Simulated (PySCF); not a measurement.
## A search over the determinants of BeAs

Unrestricted PBE0; basis Be jorge-DZP-DKH, As jorge-DZP-DKH; spin-free X2C with a Gaussian nucleus; PySCF 2.14. Outer shells of the fragments: Be 2s2; As 3d10 4s2 4p3.

Followed along the bond (rough minima from three points):

```tsv
2Ms+1	unpaired	⟨S²⟩ at the start	R at minimum (Å)	Te (eV)
4	σ ↑, π ↑↑	3.75	2.17	0.00
2	σ ↓, π ↑↑	1.75	2.17	0.14
2	π ↑	0.86	1.99	0.29
2	σ ↑, π ↑↓	1.75	2.16	0.44
2	σ ↑	0.75	2.15	1.33
```

Solutions found at the starting distance of 2.135 Å, counted from the lowest of them; the search is not exhaustive and high or unbound solutions are not listed, so other states can lie among these:

```tsv
2Ms+1	unpaired	term	E (eV)	⟨S²⟩	⟨Lz²⟩	μ (D)
4	σ ↑, π ↑↑	⁴Σ⁻	0.00	3.75	0.00	0.06
2	σ ↓, π ↑↑	mixed	0.14	1.75	0.00	-0.01
2	π ↑	²Π	0.41	0.86	1.00	-2.92
2	σ ↑, π ↑↓	mixed	0.43	1.75	2.00	0.15
2	σ ↑	mixed	1.33	0.75	2.00	0.45
4	σ ↑↑, π ↑	⁴Π	1.86	3.76	1.01	0.38
4	π ↑↑↑	⁴Π	2.61	3.78	1.00	-1.26
2	π ↑	²Π	4.28	0.75	1.00	6.44
```

A term symbol is given only where ⟨S²⟩ and ⟨Lz²⟩ are close to those of a pure state; real π, δ and φ orbitals otherwise mix terms. A positive dipole means Be(−)As(+).

Spin–orbit coupling is left out.
